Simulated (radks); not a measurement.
Neutral krypton inside a hard spherical wall (all orbitals vanish at R), configuration held at [Kr] and not refilled when levels cross. Calculated with a radial shooting solver on a logarithmic mesh with Libxc functionals: non-relativistic Kohn-Sham, PBEsol, spin-polarised, spherical densities, point nucleus. Eigenvalues in eV for spin up, with the zero of energy where the potential of the charges vanishes at infinity; a dash marks a level that is unbound or too diffuse for the functional's potential to be trusted. A positive occupied level is held by the wall or, in an anion where self-interaction has pushed it up, behind a barrier. The pressure on the wall is -dE/dV.

R (bohr)  E (hartree)  kinetic (hartree)    e(3p)    e(3d)    e(4s)   e(4p)  e(5s, empty)  e(5p, empty)  pressure (GPa)
free      -2751.69035           2749.940  -192.87  -83.344  -22.157  -9.274             -             -               0
20        -2751.69035           2749.940  -192.87  -83.344  -22.157  -9.274             -             -        < 0.0001
15        -2751.69035           2749.940  -192.87  -83.344  -22.157  -9.274             -             -        < 0.0001
12        -2751.69035           2749.940  -192.87  -83.344  -22.157  -9.274        -0.137         1.198        < 0.0001
10        -2751.69034           2749.940  -192.87  -83.343  -22.156  -9.273         0.134         1.834        0.000362
5         -2751.65295           2750.214  -191.64  -82.123  -21.223  -8.310         8.182        13.977            5.91
4         -2751.48092           2751.197  -188.50  -79.002  -18.933  -5.766        19.638        28.255            54.1
3         -2750.38256           2756.093  -177.74  -68.340  -10.464   4.131        56.140        69.426             650
2.5       -2748.19163           2764.184  -165.13  -55.892    1.746  18.421        103.92        120.43            2670
2         -2741.50273           2785.814  -141.64  -32.616   32.418  53.255        210.62        230.32           13500
1.5       -2716.60680           2858.607  -90.574   19.916   131.63  159.61        495.55        513.26           99800
